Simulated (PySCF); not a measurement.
**Si⁺ (silicon, charge +1) across methods**

[Ne] 3s1 3p1 3d1, one real determinant (an excited configuration). All numbers are calculated (PySCF 2.14, the spin-free X2C one-electron Hamiltonian (Gaussian nucleus), in aug-cc-pCVTZ-DK with one added diffuse shell each of s, p, d, f type (9s8p6d4f, 91 functions)).

| method | E (hartree) | mean ε 3s α (eV) | mean ε 3p α (eV) | mean ε 3d α (eV) | Σ⟨r²⟩ (bohr²) | ⟨S²⟩ |
| --- | --- | --- | --- | --- | --- | --- |
| UHF | -288.67483 | -28.314 | -19.756 | -7.512 | 31.49 | 3.750 |
| PBE | -289.0258 | -22.522 | -14.842 | -6.088 | 28.27 | 3.750 |
| TPSSh | -289.1774 | -23.205 | -15.423 | -6.215 | 28.41 | 3.750 |
| LDA | -287.9957 | -22.625 | -14.817 | -5.978 | 28.49 | 3.750 |
| BP86 | -289.1976 | -22.619 | -14.907 | -6.166 | 28.35 | 3.750 |
| r2SCAN | -289.1411 | -22.945 | -15.162 | -6.025 | 28.39 | 3.750 |
| wB97X | -289.1438 | -26.402 | -18.355 | -7.991 | 28.64 | 3.750 |
| PBE0 | -289.0423 | -24.057 | -16.126 | -6.558 | 28.75 | 3.750 |
| MN15 | -289.1614 | -24.143 | -16.232 | -6.617 | 28.96 | 3.750 |

⟨L²⟩ = 8.03 against 12 for a pure F term, so this real determinant mixes terms. The outer electron is Rydberg-like, and this basis confines it to a smaller radius and binds it less than a complete one would.
